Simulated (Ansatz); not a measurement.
These are Ansatz (a program for electronic structure) with B3LYP-D3(BJ)/def2-TZVP values and carry that method's errors. No frequencies were computed at this level.

Ansatz 0.2 input:
```yaml
crystal:
  periodic: [false, false, false]
  atoms:
    - { symbol: C, position_ang: [-0.83805, -0.14695, 0.013729] }
    - { symbol: C, position_ang: [0.379123, 0.690097, -0.080102] }
    - { symbol: S, position_ang: [1.955666, 0.020631, 0.106404] }
    - { symbol: H, position_ang: [-1.104282, -0.374498, 1.053759] }
    - { symbol: H, position_ang: [-1.681504, 0.378761, -0.431909] }
    - { symbol: H, position_ang: [-0.699551, -1.096007, -0.505735] }
    - { symbol: H, position_ang: [0.334198, 1.73379, 0.174832] }
    - { symbol: H, position_ang: [1.654399, -1.205825, -0.330979] }
basis:
  gaussian: { orbitals: def2-tzvp }
hamiltonian:
  xc: b3lyp
  dispersion: d3bj
relax:
  max_steps: 150
magnetization:
  spin_polarized: true
  initial_magnetization: 1
```

Output:

```
Functional definition: B3LYP
851 factors; their error is unknown
mean field evaluation 1: about -12981.4124 eV, gradient 4.5e1 eV
mean field evaluation 2: about -12953.9086 eV, gradient 7.6e1 eV
mean field evaluation 4: about -12991.1103 eV, gradient 6.6e0 eV
mean field evaluation 8: about -12991.3220 eV, gradient 2.5e-1 eV
mean field evaluation 16: about -12991.3281 eV, gradient 4.8e-4 eV
mean field -12991.32812056 eV, -477.4225025921 hartree, gradient 1.7e-5 eV, S^2 0.755149; 0 other end points of the search recorded, 0 dependent functions left out
reference -12991.32835225 eV, -477.4225111067 hartree; 17, 16 occupied and 112, 113 virtual orbitals, 851 factors
relax step   1: F+E_penalty+E_count = -12991.57593994 eV  Δ(F+E_penalty+E_count) = +0.000e0 eV  max|allowed force component| = 2.687e-1 eV/Å  Δτ_max = 0.0000 Å  (32 SCF iters, accepted)
these checks for a lower state are left out or cut short: starts, cluster_reference, orbital_swaps, neighbouring_geometries, increment
851 factors; their error is unknown
mean field -12991.34214258 eV, -477.4230178917 hartree, gradient 1.1e-5 eV, S^2 0.755275; 0 other end points of the search recorded, 0 dependent functions left out
reference -12991.34237558 eV, -477.4230264545 hartree; 17, 16 occupied and 112, 113 virtual orbitals, 851 factors
relax step   2: F+E_penalty+E_count = -12991.58811048 eV  Δ(F+E_penalty+E_count) = -1.217e-2 eV  max|allowed force component| = 8.033e-2 eV/Å  Δτ_max = 0.0426 Å  (33 SCF iters, accepted)
these checks for a lower state are left out or cut short: starts, cluster_reference, orbital_swaps, neighbouring_geometries, increment
851 factors; their error is unknown
mean field evaluation 32: about -12991.3441 eV, gradient 3.2e-3 eV
mean field -12991.34408907 eV, -477.4230894240 hartree, gradient 9.1e-6 eV, S^2 0.755316; 0 other end points of the search recorded, 0 dependent functions left out
reference -12991.34432257 eV, -477.4230980050 hartree; 17, 16 occupied and 112, 113 virtual orbitals, 851 factors
relax step   3: F+E_penalty+E_count = -12991.58958579 eV  Δ(F+E_penalty+E_count) = -1.475e-3 eV  max|allowed force component| = 3.142e-2 eV/Å  Δτ_max = 0.0237 Å  (34 SCF iters, accepted)
these checks for a lower state are left out or cut short: starts, cluster_reference, orbital_swaps, neighbouring_geometries, increment
851 factors; their error is unknown
mean field -12991.34245925 eV, -477.4230295293 hartree, gradient 1.2e-5 eV, S^2 0.755334; 0 other end points of the search recorded, 0 dependent functions left out
reference -12991.34269306 eV, -477.4230381216 hartree; 17, 16 occupied and 112, 113 virtual orbitals, 851 factors
relax step   4: F+E_penalty+E_count = -12991.58845696 eV  Δ(F+E_penalty+E_count) = +1.129e-3 eV  max|allowed force component| = 1.509e-1 eV/Å  Δτ_max = 0.0525 Å  (33 SCF iters, rejected (line search))
these checks for a lower state are left out or cut short: starts, cluster_reference, orbital_swaps, neighbouring_geometries, increment
851 factors; their error is unknown
mean field -12991.34487527 eV, -477.4231183165 hartree, gradient 9.1e-6 eV, S^2 0.755321; 0 other end points of the search recorded, 0 dependent functions left out
reference -12991.34510897 eV, -477.4231269047 hartree; 17, 16 occupied and 112, 113 virtual orbitals, 851 factors
relax step   5: F+E_penalty+E_count = -12991.59048372 eV  Δ(F+E_penalty+E_count) = -8.979e-4 eV  max|allowed force component| = 1.205e-2 eV/Å  Δτ_max = 0.0262 Å  (34 SCF iters, accepted)
these checks for a lower state are left out or cut short: starts, cluster_reference, orbital_swaps, neighbouring_geometries, increment
851 factors; their error is unknown
mean field -12991.34529585 eV, -477.4231337725 hartree, gradient 1.1e-5 eV, S^2 0.755311; 0 other end points of the search recorded, 0 dependent functions left out
reference -12991.34552970 eV, -477.4231423661 hartree; 17, 16 occupied and 112, 113 virtual orbitals, 851 factors
relax step   6: F+E_penalty+E_count = -12991.59113998 eV  Δ(F+E_penalty+E_count) = -6.563e-4 eV  max|allowed force component| = 8.375e-2 eV/Å  Δτ_max = 0.0486 Å  (33 SCF iters, accepted)
these checks for a lower state are left out or cut short: starts, cluster_reference, orbital_swaps, neighbouring_geometries, increment
851 factors; their error is unknown
mean field -12991.34560695 eV, -477.4231452049 hartree, gradient 9.3e-6 eV, S^2 0.755308; 0 other end points of the search recorded, 0 dependent functions left out
reference -12991.34584085 eV, -477.4231538007 hartree; 17, 16 occupied and 112, 113 virtual orbitals, 851 factors
relax step   7: F+E_penalty+E_count = -12991.59143096 eV  Δ(F+E_penalty+E_count) = -2.910e-4 eV  max|allowed force component| = 1.003e-2 eV/Å  Δτ_max = 0.0169 Å  (34 SCF iters, accepted)
these checks for a lower state are left out or cut short: starts, cluster_reference, orbital_swaps, neighbouring_geometries, increment
851 factors; their error is unknown
mean field evaluation 64: about -12991.3392 eV, gradient 1.5e-3 eV
mean field -12991.34557815 eV, -477.4231441466 hartree, gradient 9.0e-6 eV, S^2 0.755303; 0 other end points of the search recorded, 0 dependent functions left out
reference -12991.34581211 eV, -477.4231527446 hartree; 17, 16 occupied and 112, 113 virtual orbitals, 851 factors
relax step   8: F+E_penalty+E_count = -12991.59146466 eV  Δ(F+E_penalty+E_count) = -3.371e-5 eV  max|allowed force component| = 6.566e-3 eV/Å  Δτ_max = 0.0131 Å  (34 SCF iters, accepted)
851 factors; their error is unknown
mean field -12991.34557815 eV, -477.4231441466 hartree, gradient 6.3e-5 eV, S^2 0.755303; 1 other end points of the search recorded, 0 dependent functions left out
reference -12991.34581211 eV, -477.4231527445 hartree; 17, 16 occupied and 112, 113 virtual orbitals, 851 factors
Total energy: -12991.59169862 eV, -477.4321889073 hartree
Atom 0 at    -0.848233    -0.144290     0.012474 Å, force    -0.000046    -0.001806     0.000372 eV/Å
Atom 1 at     0.382621     0.685357    -0.066961 Å, force    -0.001026     0.003406     0.002012 eV/Å
Atom 2 at     1.973339     0.037719     0.126293 Å, force    -0.003140    -0.001982    -0.001303 eV/Å
Atom 3 at    -1.050683    -0.495699     1.034327 Å, force     0.000376     0.001448    -0.005859 eV/Å
Atom 4 at    -1.718703     0.425798    -0.316779 Å, force     0.006566    -0.004875     0.001489 eV/Å
Atom 5 at    -0.772859    -1.035543    -0.618878 Å, force    -0.004118     0.001910     0.002717 eV/Å
Atom 6 at     0.338643     1.759027     0.050706 Å, force     0.000605     0.001009    -0.000028 eV/Å
Atom 7 at     1.695873    -1.232371    -0.221184 Å, force     0.000783     0.000891     0.000599 eV/Å
Dipole moment:    -0.209855    -0.114481    -0.002590 e Å
```

Cost: about 24 core-seconds (a rough figure).
